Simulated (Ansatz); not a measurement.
A nudged elastic band was laid between two geometries of AlF2H4NO (9 atoms, charge 0, multiplicity 1).

All numbers below come from Ansatz 0.2.0, RKS PBE-D4/def2-SVP.

| Item | Value |
| --- | --- |
| movable images | 7 |
| climbing image | yes |
| spring | 5.0 eV/Å² |
| optimiser | quadratic models (default) |
| start path | through a guess of the saddle point |
| force threshold | 0.05 eV/Å |
| iteration limit | 60 |
| end points | relaxed |

Image 0:

```xyz
9
Properties=species:S:1:pos:R:3
Al -0.006 0.181 0.255
N -0.003 0.013 2.096
H -0.749 -0.523 2.553
H 0.871 -0.201 2.589
F 1.440 0.002 -0.576
F -1.446 -0.230 -0.512
O -0.272 2.090 0.650
H -1.159 2.431 0.423
H -0.304 1.714 1.614
```

Image 8:

```xyz
9
Properties=species:S:1:pos:R:3
Al -0.201 0.536 0.165
N -0.008 0.127 2.128
H -0.704 -0.558 2.450
H 0.930 -0.224 2.365
F 1.330 0.120 -0.415
F -1.424 -0.541 -0.282
O -0.592 2.205 0.397
H -0.794 2.796 -0.343
H -0.164 1.016 2.626
```

**Question.** Which bonds break or form, and what moves?

**Answer.** Bonds broken: O7–H9. Bonds formed: N2–H9.

**Question.** What energy profile does the band end with?

**Answer.** The run converged. The highest image is number 1 of 0 to 8, 0.009 eV above the first end and 0.846 eV above the last; the last end lies 0.836 eV below the first. A vibrational analysis at the climbing image gives one clearly imaginary mode, 370i cm⁻¹: a first-order saddle point. The orbitals stay closed-shell, which can raise the energy where a bond breaks towards radicals; this wasn't checked here.

| image | path coordinate (Å) | energy (eV) | O7–H9 (Å) | N2–H9 (Å) |
| --- | --- | --- | --- | --- |
| 0 | 0.00 | 0.000 | 1.04 | 1.79 |
| 1 | 0.28 | 0.009 | 1.12 | 1.53 |
| 2 | 0.55 | -0.137 | 1.35 | 1.26 |
| 3 | 0.82 | -0.492 | 1.65 | 1.09 |
| 4 | 1.09 | -0.659 | 1.91 | 1.05 |
| 5 | 1.36 | -0.741 | 2.11 | 1.04 |
| 6 | 1.63 | -0.794 | 2.26 | 1.03 |
| 7 | 1.90 | -0.826 | 2.40 | 1.03 |
| 8 | 2.17 | -0.836 | 2.56 | 1.03 |

**Question.** What is the geometry of the highest image?

**Answer.** 
```xyz
9
Properties=species:S:1:pos:R:3
Al -0.022 0.212 0.198
N -0.016 0.077 2.077
H -0.767 -0.445 2.544
H 0.859 -0.125 2.576
F 1.443 -0.004 -0.588
F -1.437 -0.309 -0.545
O -0.277 2.053 0.679
H -1.126 2.493 0.487
H -0.283 1.525 1.662
```

**Question.** What are the harmonic wavenumbers there?

**Answer.** 370i, 153, 181, 215, 276, 333, 451, 459, 633, 651, 680, 706, 811, 924, 985, 1440, 1494, 2025, 3456, 3541, 3735 cm⁻¹.

Run time: 71 s on 2 threads of Intel(R) Xeon(R) 6975P-C (Granite Rapids), on a shared host, peak memory 0.15 GiB.
